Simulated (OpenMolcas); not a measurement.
Multiconfigurational calculation on Cr2+

Input:

```
&GATEWAY
Coord
1

Cr 0.0 0.0 0.0
Basis=ANO-RCC-VQZP
Group=XYZ
NoMove
AngMom=0.0 0.0 0.0
AMFI
&SEWARD
&RASSCF
FileOrb=start.orb
Symmetry=1
Spin=5
nActEl=4 0 0
Inactive=3 6
Ras2=6 0
CIRoot=15 15 1
SDav=15
CIMx=300
Iter=120 100
PrWF=0.3
OrbListing=Nothing
MaxOrb=0
Atom
>>> COPY $Project.JobIph JOB001
&RASSCF
FileOrb=start.orb
Symmetry=1
Spin=3
nActEl=4 0 0
Inactive=3 6
Ras2=6 0
CIRoot=105 105 1
SDav=105
CIMx=300
Iter=120 100
PrWF=0.3
OrbListing=Nothing
MaxOrb=0
Atom
CIOnly
>>> COPY $Project.JobIph JOB002
&RASSCF
FileOrb=start.orb
Symmetry=1
Spin=1
nActEl=4 0 0
Inactive=3 6
Ras2=6 0
CIRoot=105 105 1
SDav=105
CIMx=300
Iter=120 100
PrWF=0.3
OrbListing=Nothing
MaxOrb=0
Atom
CIOnly
>>> COPY $Project.JobIph JOB003
&RASSI
NrOfJobIphs=3 15 90 84
1 2 3 4 5 6 7 8 9 10 11 12 13 14 15
1 2 3 4 5 6 7 8 9 10 11 12 13 14 15 16 17 18 19 20 21 22 23 24 25 26 27
28 29 30 31 32 33 34 35 36 37 38 39 40 41 42 43 44 45 46 47 48 49 50 51
52 53 54 55 56 57 58 59 60 61 62 63 64 65 66 67 68 69 70 71 72 73 74 75
76 77 78 79 80 81 82 83 84 85 86 87 88 89 90
1 2 3 4 5 6 7 8 9 10 11 12 13 14 15 16 17 18 19 20 21 22 23 24 25 26 27
28 29 30 31 32 33 34 35 36 37 38 39 40 41 42 43 44 45 46 47 48 49 50 51
52 53 54 55 56 57 58 59 60 61 62 63 64 65 66 67 68 69 70 71 72 73 74 75
76 77 78 79 80 81 82 83 84
IphNames
JOB001
JOB002
JOB003
EJob
SpinOrbit
DIPRint=1.0
SOCoupling=1000.0
Subsets=2
Property=9
'ANGMOM' 1 'ANGMOM' 2 'ANGMOM' 3 'MLTPL  1' 1 'MLTPL  1' 2 'MLTPL  1' 3
'AMFI' 1 'AMFI' 2 'AMFI' 3
SOProperty=3
'ANGMOM' 1 'ANGMOM' 2 'ANGMOM' 3
```

A driver script runs the steps one by one and writes start.orb anew before each from the orbitals found so far, so a CI-only block uses the converged orbitals of the first block.

Output, cut to the results:

```
--- SEWARD ---
Basis set label: CR.ANO-RCC...7S6P4D3F2G1H.

      Electronic valence basis set:
      ------------------
      Associated Effective Charge  24.000000 au
      Associated Actual Charge     24.000000 au
      Nuclear Model: Point charge

      Shell  nPrim  nBasis  Cartesian Spherical Contaminant
         s      21       7        X
         p      15       6        X
         d      10       4                 X
         f       6       3                 X
         g       4       2                 X
         h       2       1                 X
                  Relativistic Douglas-Kroll-Hess integrals:
                    - DKH order of Hamiltonian: 2
                    - DKH order of Properties : 0
                  Atomic mean-field integrals
--- RASSCF ---
Wave function specifications:
      -----------------------------

      Number of closed shell electrons          18
      Number of electrons in active shells       4
      Max number of holes in RAS1 space          0
      Max nr of electrons in RAS3 space          0
      Number of inactive orbitals                9
      Number of active orbitals                  6
      Number of secondary orbitals              80
      Spin quantum number                      2.0
      State symmetry                             1
Orbital specifications:
      -----------------------

      Symmetry species                           1   2
                                                ag  au
      Frozen orbitals                            0   0
      Inactive orbitals                          3   6
      Active orbitals                            6   0
      RAS1 orbitals                              0   0
      RAS2 orbitals                              6   0
      RAS3 orbitals                              0   0
      Secondary orbitals                        36  44
      Deleted orbitals                           0   0
      Number of basis functions                 45  50
      Number of CSFs                            15
      Number of root(s) required                15
      Iter CI   SX   CI       RASSCF       Energy    max ROT     max BLB   max BLB  Level Ln srch  Step   QN
          iter iter root      energy       change     param      element    value   shift minimum  type update
 Nr of preliminary CI iterations:   1
      Total energies have been shifted. Add                -1000.00 au
        1   1    2    0   -48.70082435    0.00E+00   6.31E-08    6  10 2  7.34E-08   0.00   0.00    SX    NO
        2   1    2    0   -48.70082435   -4.55E-13  -1.91E-08    9  12 1 -7.86E-08   0.00   0.00    SX    NO
        3   1    2    0   -48.70082435   -2.27E-13   1.85E-08    6  10 2  3.16E-08   0.00   0.00    SX    NO
        4   1    1    0   -48.70082435   -4.55E-13   0.00E+00    6  10 2 -2.35E-08   0.00   0.00    SX    NO
      Convergence after  4 iterations
        5   1    1    0   -48.70082435    2.27E-13   0.00E+00    6  10 2 -2.35E-08   0.00   0.00    SX    NO
      Natural orbitals and occupation numbers for root  1
      sym 1:  -0.000000   1.000000   1.000000   1.000000   1.000000   0.000000
      Natural orbitals and occupation numbers for root  2
      sym 1:   1.000000   1.000000   1.000000   1.000000  -0.000000   0.000000
      Natural orbitals and occupation numbers for root  3
      sym 1:   1.000000   1.000000   1.000000   0.000000   1.000000   0.000000
::    RASSCF root number  1 Total energy:  -1048.85008557
::    RASSCF root number  2 Total energy:  -1048.85008557
::    RASSCF root number  3 Total energy:  -1048.85008557
::    RASSCF root number  4 Total energy:  -1048.85008557
::    RASSCF root number  5 Total energy:  -1048.85008557
::    RASSCF root number  6 Total energy:  -1048.64885749
::    RASSCF root number  7 Total energy:  -1048.64885749
::    RASSCF root number  8 Total energy:  -1048.64885749
::    RASSCF root number  9 Total energy:  -1048.64885749
::    RASSCF root number 10 Total energy:  -1048.64885749
::    RASSCF root number 11 Total energy:  -1048.64885749
::    RASSCF root number 12 Total energy:  -1048.64885749
::    RASSCF root number 13 Total energy:  -1048.57331168
::    RASSCF root number 14 Total energy:  -1048.57331168
::    RASSCF root number 15 Total energy:  -1048.57331168
--- RASSCF ---
Wave function specifications:
      -----------------------------

      Number of closed shell electrons          18
      Number of electrons in active shells       4
...
--- RASSI ---
SPIN-FREE ENERGIES:
  (Shifted by EMIN (a.u.) =      -1048.8500855651)

 SF State       Relative EMIN(au)   Rel lowest level(eV)    D:o, cm**(-1)      L_eff

     1             0.0000000000        0.0000000000              0.0000         2.0
     2             0.0000000000        0.0000000000              0.0000         2.0
     3             0.0000000000        0.0000000000              0.0000         2.0
     4             0.0000000000        0.0000000000              0.0000         2.0
     5             0.0000000000        0.0000000000              0.0000         2.0
    16             0.0951345980        2.5887442927          20879.6308         5.0
    17             0.0951345980        2.5887442927          20879.6308         5.0
    18             0.0951345980        2.5887442927          20879.6308         5.0
    19             0.0951345980        2.5887442927          20879.6308         5.0
    20             0.0951345980        2.5887442927          20879.6308         5.0
    21             0.0951345980        2.5887442927          20879.6308         5.0
    22             0.0951345980        2.5887442927          20879.6308         5.0
    23             0.0951345980        2.5887442927          20879.6308         5.0
    24             0.0951345980        2.5887442927          20879.6308         5.0
    25             0.0951345980        2.5887442927          20879.6308         5.0
    26             0.0951345980        2.5887442927          20879.6308         5.0
    27             0.1059254406        2.8823780772          23247.9470         1.0
    28             0.1059254406        2.8823780772          23247.9470         1.0
    29             0.1059254406        2.8823780772          23247.9470         1.0
    30             0.1092312599        2.9723340040          23973.4905         3.0
    31             0.1092312599        2.9723340040          23973.4905         3.0
...
```

Levels above the lowest, from the spin-orbit matrix, grouped by J:

| Configuration | Term | J | E (cm-1) | Measured (cm-1) | Term weight % |
| --- | --- | --- | --- | --- | --- |
| 3d4 | 5D | 0 | 0.0 | 0.0 | 100 |
| 3d4 | 5D | 1 | 70.4 | 62.2 | 100 |
| 3d4 | 5D | 2 | 209 | 183 | 100 |
| 3d4 | 5D | 3 | 411 | 357 | 100 |
| 3d4 | 5D | 4 | 673 | 576 | 100 |
| 3d4 | 3H | 4 | 21106 | 17274 | 100 |
| 3d4 | 3H | 5 | 21253 | 17397 | 100 |
| 3d4 | 3H | 6 | 21420 | 17531 | 100 |
| 3d4 | 3P(1) | 0 | 22855 | 16771 | 100 |
| 3d4 | 3P(1) | 1 | 23278 | 17169 | 100 |
| 3d4 | 3P(1) | 2 | 24054 | 17851 | 100 |
| 3d4 | 3F(1) | 2 | 24267 | 18452 | 100 |
| 3d4 | 3F(1) | 3 | 24325 | 18511 | 98 |
| 3d4 | 3F(1) | 4 | 24412 | 18583 | 98 |
| 3d4 | 3G | 3 | 26657 | 20704 | 98 |
| 3d4 | 3G | 4 | 26837 | 20853 | 98 |
| 3d4 | 3G | 5 | 26999 | 20996 | 100 |
| 3d4 | 1I | 6 | 31750 | 26015 | 100 |
| 3d4 | 1G(1) | 4 | 33456 | 25139 | 100 |
| 3d4 | 3D | 3 | 34505 | 25726 | 100 |
| 3d4 | 3D | 2 | 34566 | 25781 | 100 |
| 3d4 | 3D | 1 | 34627 | 25848 | 100 |
| 3d4 | 1S | 0 | 38936 | 27372 | 100 |
| 3d4 | 1D(1) | 2 | 41691 | 32152 | 100 |

Against the 23 measured excited levels shown (Sugar and Corliss, J. Phys. Chem. Ref. Data 6, 317 (1977)) the mean absolute deviation is 5500 cm-1; the largest miss in energy is 3d4 1S0: computed 38936, measured 27372 cm-1 (+42.2 %).

Without dynamic correlation excited terms often stand tens of per cent too high (terms of higher spin than the ground term too low), and those without a measured partner can miss by more than the paired ones. Terms from blocks run as CI alone lack orbitals of their own. Computed and measured levels are paired by configuration, term and J; levels that our copy of the source lacks, or whose pairing is in doubt (as where it misses far off the trend of its configuration), stay unpaired and out of the deviations. Only configurations of the active space appear. The first state left out of the spin-orbit step lies near 110000 cm-1 above the lowest spin-free state of the reference (among the parities and spins computed), and the list stops at four fifths of that energy or lower. The table shows the lowest 24 of 65 levels.

The term weight is that of the spin-free term in the level, not the purity of its configuration. A number in round brackets counts repeated terms of one configuration in the order of the reference energies.
